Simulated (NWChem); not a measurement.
Molecule: SnHSF, singlet; SMILES [F][Sn][SH]

Computed with NWChem. Low-valent species are run as closed-shell singlets; no triplet was tried in these runs. def2 effective core potentials on Sn; no spin-orbit coupling. Each level has its own optimisation; frequencies are unscaled. One conformer.

| level | r F–Sn (Å) | r S–Sn (Å) | r H–S (Å) | highest harmonic frequency (cm⁻¹) | lowest (cm⁻¹) | zero-point energy (kcal/mol) |
|---|---|---|---|---|---|---|
| B3LYP/3-21G (all-electron, non-relativistic) | 1.930 | 2.546 | 1.376 | 2461 | 120 | 6.4 |
| LDA (Slater exchange, VWN5)/def2-SVP (core potentials) | 1.951 | 2.440 | 1.367 | 2598 | 136 | 6.6 |
| PBE/def2-SVP (core potentials) | 1.979 | 2.484 | 1.365 | 2603 | 135 | 6.5 |
| PBE0/def2-SVP (core potentials) | 1.957 | 2.452 | 1.353 | 2703 | 143 | 6.8 |
